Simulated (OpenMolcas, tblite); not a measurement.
Ge2SiH8 (SMILES [GeH3][SiH2][GeH3]): methods side by side

The species is Ge2SiH8 (11 atoms), meant as a singlet with charge 0. As SMILES, `[GeH3][SiH2][GeH3]`. Geometry: relaxed at PBE0-D4/def2-TZVP.

```xyz
11

Ge   -1.3148    1.3291   -0.6481
Si   -0.4203   -0.8501   -0.3181
Ge    1.6312   -0.7359    0.8804
H    -2.6434    1.2778   -1.4213
H    -0.3212    2.1934   -1.4427
H    -1.5663    2.0081    0.7089
H    -0.1899   -1.4986   -1.6384
H    -1.3957   -1.6784    0.4430
H     1.4059   -0.0772    2.2519
H     2.6520    0.1106    0.1012
H     2.2278   -2.1357    1.1038
```

Quantity: the HOMO–LUMO gap, in eV. The values are calculated.

```csv
level,kind,program,value (eV),CPU time
GFN2-xTB,semi-empirical,tblite,4.52,under 2 s
HF/cc-pVDZ,Hartree–Fock,OpenMolcas,13.52,29 s
SVWN5/cc-pVDZ,LDA,OpenMolcas,6.05,68 s
BLYP/cc-pVDZ,GGA,OpenMolcas,6.10,92 s
TPSS/cc-pVDZ,meta-GGA,OpenMolcas,6.41,80 s
r2SCAN/cc-pVDZ,meta-GGA,OpenMolcas,6.65,84 s
M06-2X/cc-pVDZ,hybrid meta-GGA,OpenMolcas,9.63,78 s
B2PLYP/cc-pVDZ,double hybrid,OpenMolcas,10.02,49 s
```

All-electron rows without a relativistic Hamiltonian named are non-relativistic. The values span 4.52 to 13.52 eV. Orbital gaps aren't excitation energies, and those of double hybrids come from the SCF part alone; they tend to grow with the share of exact exchange. CPU times are rough (shared hosts, several kinds of processor and program).
